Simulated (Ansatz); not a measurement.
A made-up structure of BSiH$_{3}$ClO (charge +1), closed shell:

O1  (-0.111, -1.741, -0.300)
B2  (-0.501, -0.381, -0.722)
Si3  (0.420, 1.227, 0.685)
Cl4  (1.691, 0.604, 2.372)
H5  (-0.483, -2.574, -0.885)
H6  (-1.267, -0.008, -1.747)
H7  (0.250, 2.873, 0.598)
(Å)

It is relaxed with PBE-D4/def2-SVP and then PBE0-D4/def2-TZVP (Ansatz 0.2.0). Atoms count as bonded within 1.22 times the sum of their covalent radii (H–H: 0.88 Å). The end point is not checked to be a true minimum.

**Question.** Does its bonding change? (Judge from chemistry; the calculation decides.)

**Answer.** By the calculation: No: no bond forms or breaks.

Where it ends: The first stage lowers the energy by 1.52 eV in 6 steps. It ends as BSiH₃ClO ([OH][BH][SiH][Cl]), total charge +1:
```
7
angstrom
O -0.0987 -1.5545 -0.2682
B -0.4471 -0.3407 -0.6446
Si 0.3754 1.0959 0.6113
Cl 1.5094 0.5392 2.1185
H -0.4313 -2.2981 -0.7909
H -1.1314 -0.0069 -1.5594
H 0.2236 2.5651 0.5333
```

Labels in which every atom is bracketed show which atoms are joined, not bond orders.

For scale, one of the runs: PBE0-D4/def2-TZVP relaxation, 154 basis functions, launched by `ansatz run in.yaml --threads 2 --pin off --events-out ev --progress --plain --max-ram 4352MiB`. The run took about 24 s on 2 CPU threads of an Arm Neoverse V2 (shared host).
